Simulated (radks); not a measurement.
Values are calculated unless marked as measured or tabulated.
Task: Radial electron density D(r) = 4 pi r^2 rho(r) of an atom or ion with 36 electrons. Level of theory: scalar-relativistic Kohn-Sham, HCTH/407, spin-polarised, spherical densities, finite nucleus; Fermi nuclear charge, rms radius of each element as measured or else 0.836 A^(1/3) + 0.57 fm (a radial shooting solver on a logarithmic mesh with Libxc functionals).

r (bohr)  D(r) (e/bohr)  spin D(r)
0.003276          4.415    0.00251
0.003783          5.612    0.00319
0.004369          7.091    0.00401
0.005086          9.011    0.00508
0.005874          11.22    0.00629
0.006784          13.84    0.00771
0.007834          16.90    0.00934
0.009121          20.60     0.0112
0.01053           24.50     0.0132
0.01216           28.68     0.0151
0.01416           33.21     0.0169
0.01636           37.35     0.0183
0.01889           41.04     0.0190
0.02181           43.93     0.0187
0.02539           45.76     0.0172
0.02933           46.12     0.0144
0.03387           45.14     0.0107
0.03943           43.00    0.00643
0.04554           40.61    0.00335
0.05259           38.77    0.00287
0.06074           38.43    0.00663
0.07071           40.38     0.0162
0.08166           44.35     0.0298
0.09431           49.40     0.0445
0.1098            53.99     0.0551
0.1268            55.63     0.0541
0.1464            53.39     0.0397
0.1691            47.59     0.0162
0.1969            39.81   -0.00401
0.2274            33.90   -0.00181
0.2626            31.74     0.0303
0.3057            33.73     0.0856
0.353             37.39      0.128
0.4077            39.46      0.129
0.4708            37.59     0.0816
0.5481            31.21     0.0136
0.633             23.01   -0.00624
0.7311            15.39     0.0643
0.8511            9.928      0.232
0.9829            7.467      0.414
1.135             6.707      0.535
1.311             6.410      0.540
1.526             5.694      0.424
1.763             4.484      0.272
2.036             3.063      0.152
2.37              1.758      0.100
2.737            0.9353      0.106
3.161            0.4926      0.127
3.65             0.2851      0.139
4.249            0.1764      0.132
4.908            0.1109      0.104
5.668           0.06472     0.0641
6.598           0.03125     0.0312
7.62            0.01323     0.0132
8.8            0.004546    0.00455
10.16          0.001161    0.00116
11.83         0.0001833   0.000183

What is the nuclear charge?

Result: Z = 37. The innermost maximum, from 1s, lies near gamma/Z bohr with gamma = sqrt(1 - (Z/c)^2) = 0.963, here 0.026 bohr (found: 0.0284), and its height grows with Z. The density is that of the rubidium ion Rb+ in [Ar] 3d10 4s1.5 4p6 5s0.5; the configuration itself is not fixed sharply by these data, and Z only to a few units. D(r) has 3 maxima, at r = 0.0284, 0.126, 0.411 bohr, and minima at 0.0579, 0.263 bohr, inside which lie 2.05, 11.04 electrons.
